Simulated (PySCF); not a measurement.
Isomers of C4H13NOSi.

All values: PBE0/pcSseg-1 (PySCF) at GFN2-xTB geometries, gas phase, one conformer each.

(1) Rank by the lowest Hirshfeld charge on any atom, lowest value first.
A. `[CH3:1][CH2:2][N:3]([CH3:4])[SiH2:5][O:6][CH3:7]` with C1–C2–N3–C4 75°, C2–N3–Si5–O6 -171°, N3–Si5–O6–C7 178°
B. `[CH3:1][CH2:2][C@H:3]([CH2:4][NH2:5])[SiH2:6][OH:7]` with C1–C2–C3–C4 -175°, C2–C3–C4–N5 60°, C3–C4–N5–H 63° and -178°, C2–C3–Si6–O7 -84°, C3–Si6–O7–H 49°
C. `[CH3:1][NH:2][CH2:3][CH2:4][CH2:5][SiH2:6][OH:7]` with C1–N2–C3–C4 169°, N2–C3–C4–C5 46°, C3–C4–C5–Si6 45°, C4–C5–Si6–O7 -72°, C5–Si6–O7–H 18°
D. `[CH3:1][O:2][SiH2:3][NH:4][CH:5]([CH3:6])[CH3:7]` with C1–O2–Si3–N4 177°, O2–Si3–N4–C5 42°, Si3–N4–C5–C6 83°
E. `[CH3:1][C:2]([CH3:3])([CH2:4][NH2:5])[SiH2:6][OH:7]` with C1–C2–C4–N5 171°, C2–C4–N5–H 55° and 174°, C1–C2–Si6–O7 179°, C2–Si6–O7–H 167°
F. `[CH3:1][CH2:2][Si@:3]([CH3:4])([NH2:5])[O:6][CH3:7]` with C1–C2–Si3–C4 -53°, C2–Si3–N5–H 53° and -171°, C2–Si3–O6–C7 59°

(2) Rank by dipole moment, lowest first.
A. `[CH3:1][C:2]([CH3:3])([CH3:4])[Si@@H:5]([NH2:6])[OH:7]` with C2–Si5–N6–H -55° and 171°, C2–Si5–O7–H -63°
B. `[CH3:1][CH2:2][C@H:3]([CH2:4][NH2:5])[SiH2:6][OH:7]` with C1–C2–C3–C4 -175°, C2–C3–C4–N5 60°, C3–C4–N5–H 63° and -178°, C2–C3–Si6–O7 -84°, C3–Si6–O7–H 49°
C. `[CH3:1][CH2:2][Si@:3]([CH3:4])([NH2:5])[O:6][CH3:7]` with C1–C2–Si3–C4 -53°, C2–Si3–N5–H 53° and -171°, C2–Si3–O6–C7 59°
D. `[CH3:1][NH:2][CH2:3][CH2:4][CH2:5][SiH2:6][OH:7]` with C1–N2–C3–C4 169°, N2–C3–C4–C5 46°, C3–C4–C5–Si6 45°, C4–C5–Si6–O7 -72°, C5–Si6–O7–H 18°
E. `[CH3:1][NH:2][SiH2:3][CH2:4][CH2:5][CH2:6][OH:7]` with C1–N2–Si3–C4 -49°, N2–Si3–C4–C5 -160°, Si3–C4–C5–C6 -179°, C4–C5–C6–O7 -177°, C5–C6–O7–H -55°
F. `[CH3:1][NH:2][Si@H:3]([CH3:4])[CH2:5][O:6][CH3:7]` with C1–N2–Si3–C4 -59°, N2–Si3–C5–O6 -60°, Si3–C5–O6–C7 -178°

(3) Rank by LUMO energy, lowest first.
A. `[CH3:1][CH2:2][N:3]([CH3:4])[SiH2:5][O:6][CH3:7]` with C1–C2–N3–C4 75°, C2–N3–Si5–O6 -171°, N3–Si5–O6–C7 178°
B. `[CH3:1][NH:2][Si@H:3]([CH3:4])[CH2:5][O:6][CH3:7]` with C1–N2–Si3–C4 -59°, N2–Si3–C5–O6 -60°, Si3–C5–O6–C7 -178°
C. `[CH3:1][CH2:2][Si@:3]([CH3:4])([NH2:5])[O:6][CH3:7]` with C1–C2–Si3–C4 -53°, C2–Si3–N5–H 53° and -171°, C2–Si3–O6–C7 59°
D. `[CH3:1][CH2:2][C@@H:3]([NH2:4])[CH2:5][SiH2:6][OH:7]` with C1–C2–C3–N4 62°, C2–C3–N4–H 64° and -177°, C2–C3–C5–Si6 67°, C3–C5–Si6–O7 -90°, C5–Si6–O7–H -179°

Answers

(1) C (-0.339 e), F (-0.325 e), B (-0.311 e), E (-0.288 e), D (-0.241 e), A (-0.217 e).

(2) F (0.78 D), C (1.21 D), B (1.36 D), A (1.66 D), E (2.39 D), D (3.79 D).

(3) D (0.68 eV), A (0.89 eV), C (1.13 eV), B (1.37 eV).

All values together:

```json
{"SMILES": "CC(C)(C)O[SiH2]N", "μ (D)": "1.28", "HOMO (eV)": "-7.39", "LUMO (eV)": "1.23", "lowest IAO charge (e)": "-0.859 (N)", "highest IAO charge (e)": "+1.105 (Si)", "lowest Hirshfeld charge (e)": "-0.317 (N)", "highest Hirshfeld charge (e)": "+0.411 (Si)"}
{"SMILES": "CN[SiH2]CCCO", "μ (D)": "2.39", "HOMO (eV)": "-6.65", "LUMO (eV)": "0.96", "lowest IAO charge (e)": "-0.675 (N)", "highest IAO charge (e)": "+0.894 (Si)", "lowest Hirshfeld charge (e)": "-0.247 (N)", "highest Hirshfeld charge (e)": "+0.364 (Si)"}
{"SMILES": "CNCCC[SiH2]O", "μ (D)": "3.79", "HOMO (eV)": "-7.23", "LUMO (eV)": "1.00", "lowest IAO charge (e)": "-0.826 (O)", "highest IAO charge (e)": "+1.012 (Si)", "lowest Hirshfeld charge (e)": "-0.339 (O)", "highest Hirshfeld charge (e)": "+0.383 (Si)"}
{"SMILES": "CCOC[SiH2]NC", "μ (D)": "0.94", "HOMO (eV)": "-6.52", "LUMO (eV)": "1.01", "lowest IAO charge (e)": "-0.679 (N)", "highest IAO charge (e)": "+0.914 (Si)", "lowest Hirshfeld charge (e)": "-0.247 (N)", "highest Hirshfeld charge (e)": "+0.361 (Si)"}
{"SMILES": "CC[C@@H](N)C[SiH2]O", "μ (D)": "1.74", "HOMO (eV)": "-6.61", "LUMO (eV)": "0.68", "lowest IAO charge (e)": "-0.795 (O)", "highest IAO charge (e)": "+1.002 (Si)", "lowest Hirshfeld charge (e)": "-0.304 (O)", "highest Hirshfeld charge (e)": "+0.396 (Si)"}
{"SMILES": "CC(C)(C)[Si@@H](N)O", "μ (D)": "1.66", "HOMO (eV)": "-7.28", "LUMO (eV)": "0.99", "lowest IAO charge (e)": "-0.857 (N)", "highest IAO charge (e)": "+1.225 (Si)", "lowest Hirshfeld charge (e)": "-0.320 (N)", "highest Hirshfeld charge (e)": "+0.429 (Si)"}
{"SMILES": "CC[C@H](CN)[SiH2]O", "μ (D)": "1.36", "HOMO (eV)": "-6.79", "LUMO (eV)": "0.66", "lowest IAO charge (e)": "-0.790 (O)", "highest IAO charge (e)": "+0.999 (Si)", "lowest Hirshfeld charge (e)": "-0.311 (O)", "highest Hirshfeld charge (e)": "+0.392 (Si)"}
{"SMILES": "CC[Si@](C)(N)OC", "μ (D)": "1.21", "HOMO (eV)": "-7.10", "LUMO (eV)": "1.13", "lowest IAO charge (e)": "-0.856 (N)", "highest IAO charge (e)": "+1.351 (Si)", "lowest Hirshfeld charge (e)": "-0.325 (N)", "highest Hirshfeld charge (e)": "+0.468 (Si)"}
{"SMILES": "CN[Si@H](C)COC", "μ (D)": "0.78", "HOMO (eV)": "-6.46", "LUMO (eV)": "1.37", "lowest IAO charge (e)": "-0.735 (C)", "highest IAO charge (e)": "+1.057 (Si)", "lowest Hirshfeld charge (e)": "-0.247 (N)", "highest Hirshfeld charge (e)": "+0.391 (Si)"}
{"SMILES": "CCN(C)[SiH2]OC", "μ (D)": "0.51", "HOMO (eV)": "-6.17", "LUMO (eV)": "0.89", "lowest IAO charge (e)": "-0.640 (O)", "highest IAO charge (e)": "+1.112 (Si)", "lowest Hirshfeld charge (e)": "-0.217 (O)", "highest Hirshfeld charge (e)": "+0.409 (Si)"}
{"SMILES": "CO[SiH2]NC(C)C", "μ (D)": "0.60", "HOMO (eV)": "-6.60", "LUMO (eV)": "0.89", "lowest IAO charge (e)": "-0.685 (N)", "highest IAO charge (e)": "+1.115 (Si)", "lowest Hirshfeld charge (e)": "-0.241 (N)", "highest Hirshfeld charge (e)": "+0.412 (Si)"}
{"SMILES": "CC(C)(CN)[SiH2]O", "μ (D)": "1.77", "HOMO (eV)": "-6.46", "LUMO (eV)": "0.58", "lowest IAO charge (e)": "-0.791 (O)", "highest IAO charge (e)": "+0.985 (Si)", "lowest Hirshfeld charge (e)": "-0.288 (O)", "highest Hirshfeld charge (e)": "+0.390 (Si)"}
```

Conformers: `[CH3:1][C:2]([CH3:3])([CH3:4])[O:5][SiH2:6][NH2:7]` with C2–O5–Si6–N7 59°, O5–Si6–N7–H -178° and 48°; `[CH3:1][NH:2][SiH2:3][CH2:4][CH2:5][CH2:6][OH:7]` with C1–N2–Si3–C4 -49°, N2–Si3–C4–C5 -160°, Si3–C4–C5–C6 -179°, C4–C5–C6–O7 -177°, C5–C6–O7–H -55°; `[CH3:1][NH:2][CH2:3][CH2:4][CH2:5][SiH2:6][OH:7]` with C1–N2–C3–C4 169°, N2–C3–C4–C5 46°, C3–C4–C5–Si6 45°, C4–C5–Si6–O7 -72°, C5–Si6–O7–H 18°; `[CH3:1][CH2:2][O:3][CH2:4][SiH2:5][NH:6][CH3:7]` with C1–C2–O3–C4 180°, C2–O3–C4–Si5 178°, O3–C4–Si5–N6 58°, C4–Si5–N6–C7 180°; `[CH3:1][CH2:2][C@@H:3]([NH2:4])[CH2:5][SiH2:6][OH:7]` with C1–C2–C3–N4 62°, C2–C3–N4–H 64° and -177°, C2–C3–C5–Si6 67°, C3–C5–Si6–O7 -90°, C5–Si6–O7–H -179°; `[CH3:1][C:2]([CH3:3])([CH3:4])[Si@@H:5]([NH2:6])[OH:7]` with C2–Si5–N6–H -55° and 171°, C2–Si5–O7–H -63°; `[CH3:1][CH2:2][C@H:3]([CH2:4][NH2:5])[SiH2:6][OH:7]` with C1–C2–C3–C4 -175°, C2–C3–C4–N5 60°, C3–C4–N5–H 63° and -178°, C2–C3–Si6–O7 -84°, C3–Si6–O7–H 49°; `[CH3:1][CH2:2][Si@:3]([CH3:4])([NH2:5])[O:6][CH3:7]` with C1–C2–Si3–C4 -53°, C2–Si3–N5–H 53° and -171°, C2–Si3–O6–C7 59°; `[CH3:1][NH:2][Si@H:3]([CH3:4])[CH2:5][O:6][CH3:7]` with C1–N2–Si3–C4 -59°, N2–Si3–C5–O6 -60°, Si3–C5–O6–C7 -178°; `[CH3:1][CH2:2][N:3]([CH3:4])[SiH2:5][O:6][CH3:7]` with C1–C2–N3–C4 75°, C2–N3–Si5–O6 -171°, N3–Si5–O6–C7 178°; `[CH3:1][O:2][SiH2:3][NH:4][CH:5]([CH3:6])[CH3:7]` with C1–O2–Si3–N4 177°, O2–Si3–N4–C5 42°, Si3–N4–C5–C6 83°; `[CH3:1][C:2]([CH3:3])([CH2:4][NH2:5])[SiH2:6][OH:7]` with C1–C2–C4–N5 171°, C2–C4–N5–H 55° and 174°, C1–C2–Si6–O7 179°, C2–Si6–O7–H 167°.
